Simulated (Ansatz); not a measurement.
Computed with Ansatz on PBE0-D4/def2-TZVP structures; ΔE is electronic, products minus reactants. CCSD(T)/CBS adds triple-zeta CCSD(T) − MP2 to the extrapolated MP2 energy (def2 sets, frozen cores). DFT in def2-TZVPP. B3LYP here is the variant with VWN-RPA as its local correlation; programs differ in this. One conformer a species, not always the lowest.

Consider the ligand exchange at the Si–C bond: `CC(F)(F)[SiH3]` + `Cl[SiH2]N[SiH2]Cl` → `[SiH3]N([SiH2]Cl)[SiH2]Cl` + `CC(F)F`.

| level | ΔE (kcal/mol) | difference from CCSD(T)/CBS |
| --- | --- | --- |
| PBE-D4 | -16.4 | 3.2 |
| r2SCAN-D4 | -18.1 | 1.5 |
| PBE0-D4 | -18.6 | 1.0 |
| B3LYP-D4 | -18.4 | 1.2 |
| ωB97X-V | -18.4 | 1.2 |
| ωB97M-V | -18.9 | 0.7 |
| B2PLYP | -17.8 | 1.8 |
| PBE | -14.5 | 5.1 |
| r2SCAN | -17.7 | 1.9 |
| PBE0 | -17.0 | 2.6 |
| B3LYP | -15.3 | 4.3 |
| HF/def2-TZVPP | -19.5 | 0.1 |
| MP2/def2-TZVPP | -21.6 | -2.0 |
| SCS-MP2/def2-TZVPP | -20.9 | -1.3 |
| CCSD/def2-TZVPP | -19.9 | -0.3 |
| CCSD(T)/def2-TZVPP | -19.9 | -0.3 |
| HF/def2-QZVPP | -19.7 | -0.1 |
| MP2/def2-QZVPP | -21.5 | -1.9 |
| SCS-MP2/def2-QZVPP | -20.8 | -1.2 |
| HF/CBS(def2) | -19.7 | -0.1 |
| MP2/CBS(def2) | -21.3 | -1.7 |
| CCSD/CBS(def2) | -19.6 | 0.0 |
| CCSD(T)/CBS | -19.6 | 0 |

Largest T1 diagnostic among the species: 0.012.

From PBE to PBE0 (25 % exact exchange), in def2-TZVPP and without D4, ΔE moves by −2.4 kcal/mol. The D4 term adds −3.1 kcal/mol with B3LYP and −1.7 kcal/mol with PBE0; it sums over pairs of atoms, weighted by their polarisabilities, and B3LYP, whose exchange is more repulsive, gets the larger term.

CCSD(T)/CBS has its own doubt, a few kJ/mol and more with outer-core shells, so smaller differences from it don't rank the levels.
